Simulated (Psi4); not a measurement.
Input file for Psi4: SAPT0/jun-cc-pV(D+d)Z on H3N2P (a complex).

```
memory 8100 MB

molecule dimer {
0 1
N     0.64685212   -0.21103397   -0.51132429
N    -0.33486306    0.26386645   -0.48760990
--
0 1
P     0.02480297    0.10778945    3.54633530
H     1.11992599    0.63261306    2.81301834
H     0.01641772   -1.11084571    2.82014487
H    -0.93879095    0.71416480    2.70011714
units angstrom
symmetry c1
no_reorient
no_com
}

set {
  basis jun-cc-pV(D+d)Z
  scf_type df
  freeze_core true
}

energy('sapt0')
```

Output:

```
[...]
==> Input File <==

--------------------------------------------------------------------------
memory 8100 MB

molecule dimer {
0 1
N     0.64685212   -0.21103397   -0.51132429
N    -0.33486306    0.26386645   -0.48760990
--
0 1
P     0.02480297    0.10778945    3.54633530
H     1.11992599    0.63261306    2.81301834
H     0.01641772   -1.11084571    2.82014487
H    -0.93879095    0.71416480    2.70011714
units angstrom
symmetry c1
no_reorient
no_com
}

set {
  basis jun-cc-pV(D+d)Z
  scf_type df
  freeze_core true
}

energy('sapt0')
--------------------------------------------------------------------------


   => Loading Basis Set <=

    Name: JUN-CC-PV(D+D)Z
    Role: ORBITAL
    Keyword: BASIS
    atoms 1-2 entry N          line   222 file jun-cc-pv_dpd_z.gbs
    atoms 3   entry P          line   632 file jun-cc-pv_dpd_z.gbs
    atoms 4-6 entry H          line    60 file jun-cc-pv_dpd_z.gbs

   => Loading Basis Set <=

    Name: JUN-CC-PV(D+D)Z
    Role: ORBITAL
    Keyword: BASIS
    atoms 1-2 entry N          line   222 file jun-cc-pv_dpd_z.gbs
    atoms 3   entry P          line   632 file jun-cc-pv_dpd_z.gbs
    atoms 4-6 entry H          line    60 file jun-cc-pv_dpd_z.gbs


  //>>>>>>>>>>>>>>>>>>>>>>>>>>>>>>>>>>>//
  //              Dimer HF             //
  //<<<<<<<<<<<<<<<<<<<<<<<<<<<<<<<<<<<//

   => Libint2 <=

    Primary   basis highest AM E, G, H:  7, 6, 3
    Auxiliary basis highest AM E, G, H:  7, 7, 4
    Onebody   basis highest AM E, G, H:  -, -, -
    Solid Harmonics ordering:            Gaussian


   => Loading Basis Set <=

    Name: JUN-CC-PV(D+D)Z
    Role: ORBITAL
    Keyword: BASIS
    atoms 1-2 entry N          line   222 file jun-cc-pv_dpd_z.gbs
    atoms 3   entry P          line   632 file jun-cc-pv_dpd_z.gbs
    atoms 4-6 entry H          line    60 file jun-cc-pv_dpd_z.gbs


         ---------------------------------------------------------
                                   SCF
               by Justin Turney, Rob Parrish, Andy Simmonett
                          and Daniel G. A. Smith
                              RHF Reference
                        4 Threads,   7724 MiB Core
         ---------------------------------------------------------

  ==> Geometry <==

    Molecular point group: c1
    Full point group: C1

    Geometry (in Angstrom), charge = 0, multiplicity = 1:

       Center              X                  Y                   Z               Mass
    ------------   -----------------  -----------------  -----------------  -----------------
         N            0.646852120000    -0.211033970000    -0.511324290000    14.003074004430
         N           -0.334863060000     0.263866450000    -0.487609900000    14.003074004430
         P            0.024802970000     0.107789450000     3.546335300000    30.973761998420
         H            1.119925990000     0.632613060000     2.813018340000     1.007825032230
         H            0.016417720000    -1.110845710000     2.820144870000     1.007825032230
         H           -0.938790950000     0.714164800000     2.700117140000     1.007825032230

  Running in c1 symmetry.

  Rotational constants: A =      1.26136  B =      0.03988  C =      0.03910 [cm^-1]
  Rotational constants: A =  37814.66561  B =   1195.68258  C =   1172.17512 [MHz]
  Nuclear repulsion =   74.839852534236854

  Charge       = 0
  Multiplicity = 1
  Electrons    = 32
  Nalpha       = 16
  Nbeta        = 16

  ==> Algorithm <==

  SCF Algorithm Type is DF.
  DIIS enabled.
  MOM disabled.
  Fractional occupation disabled.
  Guess Type is SAD.
  Energy threshold   = 1.00e-08
  Density threshold  = 1.00e-08
  Integral threshold = 1.00e-12

  ==> Primary Basis <==

  Basis Set: JUN-CC-PV(D+D)Z
    Blend: JUN-CC-PV(D+D)Z
    Number of shells: 36
    Number of basis functions: 78
    Number of Cartesian functions: 82
    Spherical Harmonics?: true
    Max angular momentum: 2

   => Loading Basis Set <=

    Name: (JUN-CC-PV(D+D)Z AUX)
    Role: JKFIT
    Keyword: DF_BASIS_SCF
    atoms 1-2 entry N          line   202 file jun-cc-pvdz-jkfit.gbs
    atoms 3   entry P          line   586 file jun-cc-pvdz-jkfit.gbs
    atoms 4-6 entry H          line    70 file jun-cc-pvdz-jkfit.gbs

  ==> Integral Setup <==

  DFHelper Memory: AOs need 0.017 GiB; user supplied 5.658 GiB.
  SCF_SUBTYPE=INCORE selected. In-core MEM_DF algorithm will be used.
  Using in-core AOs.

  ==> MemDFJK: Density-Fitted J/K Matrices <==

    J tasked:                   Yes
    K tasked:                   Yes
    wK tasked:                   No
    OpenMP threads:               4
    Algorithm:                 Core
    Schwarz Cutoff:           1E-12
    Mask sparsity (%):       3.2873
    Fitting Condition:        1E-10

   => Auxiliary Basis Set <=

  Basis Set: (JUN-CC-PV(D+D)Z AUX)
    Blend: JUN-CC-PVDZ-JKFIT
    Number of shells: 120
    Number of basis functions: 348
    Number of Cartesian functions: 397
    Spherical Harmonics?: true
    Max angular momentum: 3


[...]
346433
      70A      4.346618    71A      4.362898    72A      4.452540
      73A      4.454569    74A      4.771065    75A      4.773618
      76A      7.364956    77A     24.978905    78A     25.566741

    Final Occupation by Irrep:
              A
    DOCC [     9 ]
    NA   [     9 ]
    NB   [     9 ]

  @DF-RHF Final Energy:  -342.47669639418524

   => Energetics <=

    Nuclear Repulsion Energy =             17.5556416264750865
    One-Electron Energy =                -508.2925570054123341
    Two-Electron Energy =                 148.2602189847519583
    Total Energy =                       -342.4766963941852964

Computation Completed


Properties will be evaluated at   0.000000,   0.000000,   0.000000 [a0]

Properties computed using the SCF density matrix


 Multipole Moments:

 ------------------------------------------------------------------------------------
     Multipole            Electronic (a.u.)      Nuclear  (a.u.)        Total (a.u.)
 ------------------------------------------------------------------------------------

 L = 1.  Multiply by 2.5417464519 to convert [e a0] to [Debye]
 Dipole X            :         -1.0611291            1.0763829            0.0152539
 Dipole Y            :         -3.5117811            3.5012352           -0.0105459
 Dipole Z            :       -116.5612064          116.2716546           -0.2895519
 Magnitude           :                                                    0.2901451

 ------------------------------------------------------------------------------------

  Constructing Basis Sets for SAPT...

   => Loading Basis Set <=

    Name: (JUN-CC-PV(D+D)Z AUX)
    Role: RIFIT
    Keyword: DF_BASIS_SAPT
    atoms 1-2 entry N          line   144 file jun-cc-pvdz-ri.gbs
    atoms 3   entry P          line   432 file jun-cc-pvdz-ri.gbs
    atoms 4-6 entry H          line    30 file jun-cc-pvdz-ri.gbs

   => Loading Basis Set <=

    Name: (JUN-CC-PV(D+D)Z AUX)
    Role: JKFIT
    Keyword: DF_BASIS_ELST
    atoms 1-2 entry N          line   202 file jun-cc-pvdz-jkfit.gbs
    atoms 3   entry P          line   586 file jun-cc-pvdz-jkfit.gbs
    atoms 4-6 entry H          line    70 file jun-cc-pvdz-jkfit.gbs


  //>>>>>>>>>>>>>>>>>>>>>>>>>>>>>>>>>>>//
  //               SAPT0               //
  //<<<<<<<<<<<<<<<<<<<<<<<<<<<<<<<<<<<//



        SAPT0
    Ed Hohenstein
     6 June 2009

      Orbital Information
  --------------------------
    NSO        =        78
    NMO        =        78
    NRI        =       257
    NRI (Elst) =       348
    NOCC A     =         7
    NOCC B     =         9
    FOCC A     =         2
    FOCC B     =         5
    NVIR A     =        71
    NVIR B     =        69

    Elst10,r            =    -0.000469971472 [Eh]
    Exch10              =     0.001379214755 [Eh]
    Exch10 (S^2)        =     0.001377375533 [Eh]

    Maxiter = 50
    CPHF R converge = 1.000000E-08

    Iter     Energy [mEh]          dE [mEh]         Residual      Time [s]
       1      -0.02963499       0.029634990     6.112312e-04             0
       2      -0.03499857       0.005363583     6.920150e-05             0
       3      -0.03496439      -0.000034180     2.767195e-05             0
       4      -0.03493607      -0.000028323     1.018374e-05             0
       5      -0.03492961      -0.000006463     2.758177e-06             0
       6      -0.03493494       0.000005334     9.587279e-07             0
       7      -0.03493351      -0.000001433     3.416946e-07             0
       8      -0.03493376       0.000000255     1.115750e-07             0
       9      -0.03493378       0.000000020     2.437649e-08             0
      10      -0.03493376      -0.000000020     7.162297e-09             0

    CHF Iterations converged

    Maxiter = 50
    CPHF R converge = 1.000000E-08

    Iter     Energy [mEh]          dE [mEh]         Residual      Time [s]
       1      -0.36885141       0.368851410     2.068112e-03             0
       2      -0.44255999       0.073708576     2.925394e-04             0
       3      -0.44105035      -0.001509633     8.605488e-05             0
       4      -0.44071799      -0.000332361     1.743603e-05             0
       5      -0.44083861       0.000120621     2.920851e-06             0
       6      -0.44082897      -0.000009646     4.857296e-07             0
       7      -0.44082837      -0.000000598     1.280062e-07             0
       8      -0.44082876       0.000000393     1.536902e-08             0
       9      -0.44082872      -0.000000045     2.600720e-09             1

    CHF Iterations converged

    Ind20,r (A<-B)      =    -0.000034933762 [Eh]
    Ind20,r (B<-A)      =    -0.000440828718 [Eh]
    Ind20,r             =    -0.000475762480 [Eh]
    Exch-Ind20,r (A<-B) =     0.000031951005 [Eh]
    Exch-Ind20,r (B<-A) =     0.000446016634 [Eh]
    Exch-Ind20,r        =     0.000477967639 [Eh]
    Disp20              =    -0.001045837933 [Eh]
    Disp20 (SS)         =    -0.000522918966 [Eh]
    Disp20 (OS)         =    -0.000522918966 [Eh]
    Exch-Disp20         =     0.000097958686 [Eh]
    Exch-Disp20 (SS)    =     0.000053692637 [Eh]
    Exch-Disp20 (OS)    =     0.000044266050 [Eh]

    SAPT Results
  --------------------------------------------------------------------------------------------------------
    Electrostatics                 -0.46997147 [mEh]      -0.29491155 [kcal/mol]      -1.23390993 [kJ/mol]
      Elst10,r                     -0.46997147 [mEh]      -0.29491155 [kcal/mol]      -1.23390993 [kJ/mol]

    Exchange                        1.37921476 [mEh]       0.86547033 [kcal/mol]       3.62112784 [kJ/mol]
      Exch10                        1.37921476 [mEh]       0.86547033 [kcal/mol]       3.62112784 [kJ/mol]
      Exch10(S^2)                   1.37737553 [mEh]       0.86431620 [kcal/mol]       3.61629896 [kJ/mol]

    Induction                      -0.06012957 [mEh]      -0.03773187 [kcal/mol]      -0.15787016 [kJ/mol]
      Ind20,r                      -0.47576248 [mEh]      -0.29854546 [kcal/mol]      -1.24911422 [kJ/mol]
      Exch-Ind20,r                  0.47796764 [mEh]       0.29992922 [kcal/mol]       1.25490386 [kJ/mol]
      delta HF,r (2)               -0.06233473 [mEh]      -0.03911563 [kcal/mol]      -0.16365981 [kJ/mol]

    Dispersion                     -0.94787925 [mEh]      -0.59480321 [kcal/mol]      -2.48865662 [kJ/mol]
      Disp20                       -1.04583793 [mEh]      -0.65627321 [kcal/mol]      -2.74584711 [kJ/mol]
      Exch-Disp20                   0.09795869 [mEh]       0.06147000 [kcal/mol]       0.25719050 [kJ/mol]
      Disp20 (SS)                  -0.52291897 [mEh]      -0.32813661 [kcal/mol]      -1.37292356 [kJ/mol]
      Disp20 (OS)                  -0.52291897 [mEh]      -0.32813661 [kcal/mol]      -1.37292356 [kJ/mol]
      Exch-Disp20 (SS)              0.05369264 [mEh]       0.03369264 [kcal/mol]       0.14097000 [kJ/mol]
      Exch-Disp20 (OS)              0.04426605 [mEh]       0.02777737 [kcal/mol]       0.11622050 [kJ/mol]

  Total HF                          0.84911371 [mEh]       0.53282690 [kcal/mol]       2.22934775 [kJ/mol]
  Total SAPT0                      -0.09876553 [mEh]      -0.06197631 [kcal/mol]      -0.25930887 [kJ/mol]

  Special recipe for scaled SAPT0 (see Manual):
    Electrostatics sSAPT0          -0.46997147 [mEh]      -0.29491155 [kcal/mol]      -1.23390993 [kJ/mol]
    Exchange sSAPT0                 1.37921476 [mEh]       0.86547033 [kcal/mol]       3.62112784 [kJ/mol]
    Induction sSAPT0               -0.05821231 [mEh]      -0.03652877 [kcal/mol]      -0.15283639 [kJ/mol]
    Dispersion sSAPT0              -0.94748631 [mEh]      -0.59455663 [kcal/mol]      -2.48762496 [kJ/mol]
  Total sSAPT0                     -0.09645533 [mEh]      -0.06052663 [kcal/mol]      -0.25324344 [kJ/mol]
  --------------------------------------------------------------------------------------------------------



*** Psi4 exiting successfully. Buy a developer a beer!
```

The run finished.

Cost: roughly 13 core-seconds.
